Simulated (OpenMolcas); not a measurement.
Ar³⁺: input and output

Input:

```
&GATEWAY
Coord
1

Ar 0.0 0.0 0.0
Basis=ANO-RCC-VQZP
Group=XYZ
NoMove
AngMom=0.0 0.0 0.0
AMFI
&SEWARD
&RASSCF
FileOrb=start.orb
Symmetry=2
Spin=4
nActEl=5 0 0
Inactive=2 3
Ras2=1 3
CIRoot=1 1 1
SDav=1
CIMx=300
Iter=120 100
PrWF=0.3
OrbListing=Nothing
MaxOrb=0
Atom
>>> COPY $Project.JobIph JOB001
&RASSCF
FileOrb=start.orb
Symmetry=2
Spin=2
nActEl=5 0 0
Inactive=2 3
Ras2=1 3
CIRoot=8 8 1
SDav=11
CIMx=300
Iter=120 100
PrWF=0.3
OrbListing=Nothing
MaxOrb=0
Atom
>>> COPY $Project.JobIph JOB002
&RASSCF
FileOrb=start.orb
Symmetry=1
Spin=4
nActEl=5 0 0
Inactive=2 3
Ras2=1 3
CIRoot=3 3 1
SDav=3
CIMx=300
Iter=120 100
PrWF=0.3
OrbListing=Nothing
MaxOrb=0
Atom
>>> COPY $Project.JobIph JOB003
&RASSCF
FileOrb=start.orb
Symmetry=1
Spin=2
nActEl=5 0 0
Inactive=2 3
Ras2=1 3
CIRoot=9 9 1
SDav=9
CIMx=300
Iter=120 100
PrWF=0.3
OrbListing=Nothing
MaxOrb=0
Atom
>>> COPY $Project.JobIph JOB004
&RASSI
NrOfJobIphs=4 1 8 3 9
1
1 2 3 4 5 6 7 8
1 2 3
1 2 3 4 5 6 7 8 9
IphNames
JOB001
JOB002
JOB003
JOB004
EJob
SpinOrbit
DIPRint=1.0
SOCoupling=1000.0
Subsets=2
MEES
Property=10
'ANGMOM' 1 'ANGMOM' 2 'ANGMOM' 3 'MLTPL  1' 1 'MLTPL  1' 2 'MLTPL  1' 3
'AMFI' 1 'AMFI' 2 'AMFI' 3 'MLTPL  2' 6
SOProperty=3
'ANGMOM' 1 'ANGMOM' 2 'ANGMOM' 3
```

A driver script runs the steps one by one and writes start.orb anew before each from the orbitals found so far.

Output, cut to the results:

```
--- SEWARD ---
Basis set label: AR.ANO-RCC...6S5P3D2F1G.

      Electronic valence basis set:
      ------------------
      Associated Effective Charge  18.000000 au
      Associated Actual Charge     18.000000 au
      Nuclear Model: Point charge

      Shell  nPrim  nBasis  Cartesian Spherical Contaminant
         s      17       6        X
         p      12       5        X
         d       5       3                 X
         f       4       2                 X
         g       2       1                 X
                  Relativistic Douglas-Kroll-Hess integrals:
                    - DKH order of Hamiltonian: 2
                    - DKH order of Properties : 0
                  Atomic mean-field integrals
--- RASSCF ---
Wave function specifications:
      -----------------------------

      Number of closed shell electrons          10
      Number of electrons in active shells       5
      Max number of holes in RAS1 space          0
      Max nr of electrons in RAS3 space          0
      Number of inactive orbitals                5
      Number of active orbitals                  4
      Number of secondary orbitals              50
      Spin quantum number                      1.5
      State symmetry                             2
Orbital specifications:
      -----------------------

      Symmetry species                           1   2
                                                ag  au
      Frozen orbitals                            0   0
      Inactive orbitals                          2   3
      Active orbitals                            1   3
      RAS1 orbitals                              0   0
      RAS2 orbitals                              1   3
      RAS3 orbitals                              0   0
      Secondary orbitals                        27  23
      Deleted orbitals                           0   0
      Number of basis functions                 30  29
      Number of CSFs                             1
      Number of root(s) required                 1
      Iter CI   SX   CI       RASSCF       Energy    max ROT     max BLB   max BLB  Level Ln srch  Step   QN
          iter iter root      energy       change     param      element    value   shift minimum  type update
 Nr of preliminary CI iterations:   1
 ###############################################################################
 ###############################################################################
 ###                                                                         ###
 ###                                                                         ###
 ###    WARNING: Problems in orbital optimization.                           ###
 ###                                                                         ###
 ###                                                                         ###
 ###############################################################################
 ###############################################################################
  Warning: In symmetry  1, orbital p=   3 has diagonal density matrix element D(p,p) close to two. (2 - D(p,p))=  0.000000E+00
        1   1    3    1  -525.67478747    0.00E+00  -4.13E-07    3   4 1  2.64E-06   0.50   0.00    SX    NO
        ...
 ###############################################################################
 ###############################################################################
  Warning: In symmetry  1, orbital p=   3 has diagonal density matrix element D(p,p) close to two. (2 - D(p,p))=  0.000000E+00
        4   1    1    1  -525.67478747    0.00E+00   0.00E+00    3   5 1 -7.65E-08   0.50   0.00    SX    NO
      Convergence after  4 iterations
        5   1    1    1  -525.67478747    7.96E-13   0.00E+00    3   5 1 -7.65E-08   0.50   0.00    SX    NO
      Natural orbitals and occupation numbers for root  1
      sym 1:   2.000000
      sym 2:   1.000000   1.000000   1.000000
::    RASSCF root number  1 Total energy:   -525.67478747
--- RASSCF ---
Wave function specifications:
      -----------------------------

      Number of closed shell electrons          10
      Number of electrons in active shells       5
      Max number of holes in RAS1 space          0
      Max nr of electrons in RAS3 space          0
      Number of inactive orbitals                5
      Number of active orbitals                  4
      Number of secondary orbitals              50
      Spin quantum number                      0.5
...
--- RASSI ---
SPIN-FREE ENERGIES:
  (Shifted by EMIN (a.u.) =       -525.6747874682)

 SF State       Relative EMIN(au)   Rel lowest level(eV)    D:o, cm**(-1)      L_eff

     1             0.0000000000        0.0000000000              0.0000         0.0
     2             0.1189905543        3.2378979329          26115.4080         2.0
     3             0.1189905543        3.2378979329          26115.4080         2.0
     4             0.1189905543        3.2378979329          26115.4080         2.0
     5             0.1189905543        3.2378979329          26115.4080         2.0
     6             0.1189905543        3.2378979329          26115.4080         2.0
     7             0.1653189488        4.4985577684          36283.3153         1.0
     8             0.1653189488        4.4985577684          36283.3153         1.0
     9             0.1653189488        4.4985577684          36283.3153         1.0
    10             0.5768265467       15.6962499598         126598.7937         1.0
    11             0.5768265467       15.6962499598         126598.7937         1.0
    12             0.5768265467       15.6962499598         126598.7937         1.0
    13             0.8057825719       21.9264607950         176848.8329         2.0
    14             0.8057825719       21.9264607950         176848.8329         2.0
    15             0.8057825719       21.9264607950         176848.8329         2.0
    16             0.8057825719       21.9264607950         176848.8329         2.0
    17             0.8057825719       21.9264607950         176848.8329         2.0
    18             0.9232507831       25.1229336604         202630.1253         0.0
    19             1.0250419459       27.8928123092         224970.7032         1.0
    20             1.0250419459       27.8928123092         224970.7032         1.0
    21             1.0250419459       27.8928123092         224970.7032         1.0
     Dipole printing threshold changed to   1.00000000E+00

...
```

Levels above the lowest, from the spin-orbit matrix, grouped by J:

| Configuration | Term | J | E (eV) | Measured (eV) | Term weight % |
| --- | --- | --- | --- | --- | --- |
| 3s2 3p3 | 4S* | 3/2 | 0.0000 | 0.0000 | 100 |
| 3s2 3p3 | 2D* | 3/2 | 3.2236 | 2.6149 | 99 |
| 3s2 3p3 | 2D* | 5/2 | 3.2421 | 2.6309 | 100 |
| 3s2 3p3 | 2P* | 1/2 | 4.5060 | 4.3214 | 100 |
| 3s2 3p3 | 2P* | 3/2 | 4.5239 | 4.3435 | 98 |
| 3s 3p4 | 4P | 5/2 | 15.6292 | 14.5760 | 100 |
| 3s 3p4 | 4P | 3/2 | 15.7465 | 14.6941 | 100 |
| 3s 3p4 | 4P | 1/2 | 15.8138 | 14.7595 | 100 |
| 3s 3p4 | 2D | 3/2 | 21.9296 | 18.0919 | 100 |
| 3s 3p4 | 2D | 5/2 | 21.9322 | 18.1016 | 100 |
| 3s 3p4 | 2S | 1/2 | 25.1254 | 22.0484 | 100 |
| 3s 3p4 | 2P | 3/2 | 27.8522 | 27.6430 | 100 |
| 3s 3p4 | 2P | 1/2 | 27.9946 | 27.7749 | 100 |

Against the 12 measured excited levels shown (Saloman, J. Phys. Chem. Ref. Data 39, 033101 (2010)) the mean absolute deviation is 11000 cm-1; the largest miss in energy is 3s 3p4 2D 3/2: computed 21.9296, measured 18.0919 eV (+21.2 %).

Terms of s pⁿ other than that of highest spin mix with s² pⁿ⁻² d, which this space lacks; all of them can be thousands of cm-1 off, and some have no real level of that name. Measured partners are found by configuration, term and J. A level has none where our copy of the source lacks it or the pairing is in doubt (some pairs that miss far off the trend of their configuration count as doubtful), and it then counts in no deviation. Only configurations of the active space appear. The first state left out of the spin-orbit step lies near 350000 cm-1 above the lowest spin-free state of the reference (among the parities and spins computed), and the list stops at four fifths of that energy or lower.

The term weight is that of the spin-free term in the level, not the purity of its configuration. * marks odd parity.
